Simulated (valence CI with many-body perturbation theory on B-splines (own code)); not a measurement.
Hyperfine factors and g values of Nb¹⁹⁺

Calculated by valence CI with perturbative core correlation (CI+MBPT): four valence electrons over a frozen Dirac-Fock core [Ar], radial functions for each j: 9 s, 9 p, 10 d, 8 f, 5 g, 3 h, 1 i, with the one-electron correlation potential Σ1 (screened to all orders), the two-electron term Σ2, the three-electron term Σ3, Breit, model QED; selected single and double excitations, second order for the rest (own B-spline code, finite nucleus).

No measured spectrum was set against this ion. As an estimate, terms of the open shell hold to 2 to 4 % of their energy, and close levels can change places. Core correlation moves these levels by up to 9400 cm⁻¹, and in measured spectra 5 to 20 % of such shifts remained as error; rates that hang on mixing are uncertain with them. Only levels of the ground parity were solved; by the run's estimate the other parity begins above the list, which can be wrong where configurations are misplaced.

A/g_I is the dipole constant over the nuclear g factor μ/I (μ in nuclear magnetons, uniformly magnetised nucleus), B/Q the quadrupole constant per barn. Both hold the static response of the core; the bare values leave it out. Large factors of s and p1/2 electrons are usually good to 5 to 10 %; those of open d and f shells near neutrality can be off by tens of per cent, and small factors of p3/2, d and f electrons come from cancelling terms and can be off by a factor of two or in sign, in half-filled shells by more. B is blank for J = 1/2, where it vanishes, and for nearly pure S terms. Energies count from the lowest level. Levels with J = 0 are left out.

Names give the largest LS component (configuration and term), which can be under half, so a name can repeat, a term be missing and a line seem to break the LS rules; names also repeat where a configuration has a term twice. Letters in brackets count levels of one name in rising energy.

```csv
Level,E (eV),g,A/g_I (MHz),A/g_I bare,B/Q (MHz/b),B/Q bare
3d4 5D_1,1.009,1.497,232,567,2760,2830
3d4 5D_2,2.126,1.488,1570,1890,1890,1940
3d4 5D_3,3.176,1.480,2720,3030,-1810,-1860
3d4 5D_4,4.104,1.465,3710,4010,-7890,-8110
3d4 3H_4,9.133,0.924,6510,6500,3540,3640
3d4 3P_1 [a],10.851,1.438,3540,3820,-431,-450
3d4 3H_5,10.884,1.063,5760,5820,5310,5460
3d4 3G_3,10.902,0.903,6660,6630,694,713
3d4 3F_2 [a],11.316,0.730,7070,6950,918,941
3d4 3H_6,11.718,1.139,5730,5830,4820,4950
3d4 3F_4 [a],12.592,1.078,5320,5400,-1280,-1310
3d4 3P_2 [a],13.492,1.378,3720,3970,210,209
3d4 3G_4,13.580,1.080,5800,5880,-1260,-1300
3d4 3F_3 [a],14.148,0.970,5740,5760,-946,-975
3d4 3G_5,15.251,1.166,4890,5010,-3390,-3480
3d4 3D_3,15.351,1.280,4450,4640,1670,1720
3d4 3D_2,16.130,1.176,5800,5930,2210,2270
3d4 1I_6,16.621,1.023,5930,5970,7930,8140
3d4 3D_1,16.804,0.568,8410,8190,1620,1670
3d4 1G_4 [a],18.560,1.048,5010,5070,-1350,-1380
3d4 1D_2 [a],20.283,1.060,5810,5870,2580,2650
3d4 1F_3,21.497,1.031,5630,5680,8120,8330
3d4 3P_2 [b],23.993,1.416,3490,3770,2140,2200
3d4 3F_4 [b],24.781,1.216,4150,4310,6250,6420
3d4 3F_2 [b],25.552,0.737,8160,8030,6810,6990
3d4 3F_3 [b],25.959,1.072,5970,6040,7630,7830
3d4 3P_1 [b],26.467,1.490,992,1320,-2340,-2410
3d4 1G_4 [b],28.374,1.023,6230,6270,3960,4070
3d4 1D_2 [b],35.988,0.998,5920,5950,-9670,-9920
```

(1) Take the isotope of mass number 93, with I = 9/2, μ = 6.163 μN and Q = -0.32 b. What is the hyperfine structure of 3d4 3P_1 [a]?

## Answers

(1) From the table A = 4840 MHz, B = 138 MHz. Shifts from the centre of gravity in MHz: F = 7/2: -26600, F = 9/2: -4930, F = 11/2: 21800.
